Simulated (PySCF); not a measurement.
Spectra and structures to be paired. Theory: TDDFT wB97X-D/def2-SVPD, vertical, gas phase, core orbitals frozen in the response in PySCF. Geometries: PBE0-D3(BJ)/def2-SVP; one conformer of each isolated species. Triplets are in the Tamm–Dancoff approximation.

A. `O=C(F)[C@]1(CC1(C)C)C`
B. `FC([SiH2]C)(F)F`
C. `N#C[C@@H]1C=C1Cl`

Lowest singlet levels (six at most, fewer where fewer were computed) with oscillator strengths:

1. 6.48 eV (f 0.033); 6.55 eV (f 0.111); 6.90 eV (f 0.011); 7.17 eV (f 0.002); 7.36 eV (f 0.024); 7.61 eV (f 0.053); T1 4.35 eV
2. 8.89 eV (f 0.019); 9.02 eV (f 0.001); 9.07 eV (f 0.097); 9.28 eV (f 0.053); 9.34 eV (f 0.012); 9.40 eV (f 0.004)
3. 6.02 eV (f 0.007); 6.97 eV (f 0.177); 7.27 eV (f 0.023); 8.11 eV (f 0.043); 8.62 eV (f 0.005); 8.79 eV (f 0.013); T1 5.49 eV

Question: Which spectrum belongs to which structure?

Answer: 1 = C, 2 = B, 3 = A.
- A: S1 at 6.02 eV, HOMO-2→LUMO (76%), HOMO→LUMO (14%); Löwdin shares by element: HOMO carbon 55% or more, oxygen 8% (atoms not listed hold the other 36%); LUMO carbon 43% or more, oxygen 27%, fluorine 10% (atoms not listed hold the other 21%); HOMO -9.91 and LUMO 1.38 eV.
- B: S1 at 8.89 eV, HOMO→LUMO (76%); Löwdin shares by element: HOMO fluorine 27% or more, carbon 23% or more, silicon 20% (atoms not listed hold the other 30%); LUMO silicon 34%, carbon 20% or more, hydrogen 17% or more (atoms not listed hold the other 29%); HOMO -11.31 and LUMO 1.86 eV.
- C: S1 at 6.48 eV, HOMO-1→LUMO (69%), HOMO→LUMO (19%); Löwdin shares by element: HOMO carbon 63% or more, chlorine 24%; LUMO carbon 65% or more, chlorine 13%, hydrogen 7% or more; HOMO -10.18 and LUMO 0.75 eV.
